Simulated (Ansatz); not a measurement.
Relaxation of ClHS$_{2}$Si (5 atoms, charge 0, multiplicity 1), to a largest force component of 0.02 eV/Å in at most 50 steps.

These are results of RKS B3LYP-D4/def2-SVP (Ansatz 0.2.0), not measurements.

```xyz
5
Properties=species:S:1:pos:R:3
Cl 1.364 -0.169 1.676
Si 0.048 0.285 0.256
S -1.213 -1.248 -0.516
S 0.368 -0.454 -1.715
H -2.472 -1.553 -0.040
```

Question: Where does it end, and by what steps?

Answer: The forces met the threshold. After 8 steps the energy has fallen by 2.867 eV; H5 moved furthest, 0.62 Å.

```
step  energy less start (eV)  largest force component (eV/Å)  accepted
   0                  0.0000                           4.044       yes
   1                 -1.1970                           2.792       yes
   2                 -1.9623                           1.743       yes
   3                 -2.4611                           2.082       yes
   4                 -2.7844                           1.197       yes
   5                 -2.8604                           0.248       yes
   6                 -2.8640                           0.093       yes
   7                 -2.8667                           0.052       yes
   8                 -2.8669                           0.009       yes
```

```xyz
5
Properties=species:S:1:pos:R:3
Cl 1.583 -0.204 1.518
Si -0.109 0.539 0.469
S -1.105 -1.696 -0.224
S 0.075 -0.524 -1.537
H -2.348 -1.254 -0.565
```

Whether the end is a true minimum wasn't checked by a vibrational analysis.

Run time: 23 s on 1 thread of Arm Neoverse V2, with other jobs on the host, peak memory 0.16 GiB.
